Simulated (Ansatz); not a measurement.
Ansatz (a first-principles code) input (B3LYP-D3(BJ)/def2-TZVP):

Ansatz 0.2 input:
```yaml
crystal:
  periodic: [false, false, false]
  atoms:
    - {symbol: B, position_ang: [-0.47138056, -0.33337456, -0.04518870]}
    - {symbol: Br, position_ang: [-0.52813804, 1.32657261, -0.88776419]}
    - {symbol: Br, position_ang: [1.01346845, -0.95368981, 0.89247776]}
basis:
  gaussian:
    orbitals: def2-TZVP
hamiltonian:
  xc: b3lyp
  dispersion: d3bj
magnetization: {spin_polarized: true, initial_magnetization: 1}
relax: {f_tol: 0.002, max_steps: 150}
```

End of the output:

```
reference -140770.41373432 eV, -5173.2172871227 hartree; 38, 37 occupied and 89, 90 virtual orbitals, 900 factors
relax step   2: F+E_penalty+E_count = -140770.57470331 eV  Δ(F+E_penalty+E_count) = -2.377e-2 eV  max|allowed force component| = 1.603e-1 eV/Å  Δτ_max = 0.0601 Å  (34 SCF iters, accepted)
these checks for a lower state are left out or cut short: starts, cluster_reference, orbital_swaps, neighbouring_geometries, increment
integrals: 0.08 GiB planned
900 factors; integrals over basis functions are off by at most 3.0e-4 eV
mean field: 1.02 GiB planned
mean field evaluation 32: about -140770.4155 eV, gradient 9.9e-6 eV
mean field -140770.41550668 eV, -5173.2173522559 hartree, gradient 9.9e-6 eV, S^2 0.753181; 0 other end points of the search recorded, 0 dependent functions left out
the calculation of the forces begins
reference -140770.41571654 eV, -5173.2173599681 hartree; 38, 37 occupied and 89, 90 virtual orbitals, 900 factors
relax step   3: F+E_penalty+E_count = -140770.57710853 eV  Δ(F+E_penalty+E_count) = -2.405e-3 eV  max|allowed force component| = 5.534e-2 eV/Å  Δτ_max = 0.0152 Å  (36 SCF iters, accepted)
these checks for a lower state are left out or cut short: starts, cluster_reference, orbital_swaps, neighbouring_geometries, increment
integrals: 0.08 GiB planned
900 factors; integrals over basis functions are off by at most 3.0e-4 eV
mean field: 1.02 GiB planned
mean field -140770.41572938 eV, -5173.2173604398 hartree, gradient 2.6e-5 eV, S^2 0.753195; 0 other end points of the search recorded, 0 dependent functions left out
the calculation of the forces begins
reference -140770.41593929 eV, -5173.2173681540 hartree; 38, 37 occupied and 89, 90 virtual orbitals, 900 factors
relax step   4: F+E_penalty+E_count = -140770.57734681 eV  Δ(F+E_penalty+E_count) = -2.383e-4 eV  max|allowed force component| = 6.965e-4 eV/Å  Δτ_max = 0.0050 Å  (28 SCF iters, accepted)
integrals: 0.08 GiB planned
900 factors; integrals over basis functions are off by at most 3.0e-4 eV
mean field: 1.02 GiB planned
mean field -140770.41572938 eV, -5173.2173604398 hartree, gradient 2.6e-5 eV, S^2 0.753195; 1 other end points of the search recorded, 0 dependent functions left out
the calculation of the forces begins
reference -140770.41593929 eV, -5173.2173681540 hartree; 38, 37 occupied and 89, 90 virtual orbitals, 900 factors
Total energy: -140770.57755672 eV, -5173.2233074850 hartree
Atom 0 at    -0.452476    -0.319631    -0.043920 Å, force     0.000626     0.000450     0.000044 eV/Å
Atom 1 at    -0.560237     1.353207    -0.914555 Å, force     0.000007    -0.000696     0.000346 eV/Å
Atom 2 at     1.026663    -0.994068     0.918000 Å, force    -0.000633     0.000246    -0.000391 eV/Å
Dipole moment:     0.067490     0.049135     0.004492 e Å
```

It need not be the lowest isomer of its formula.
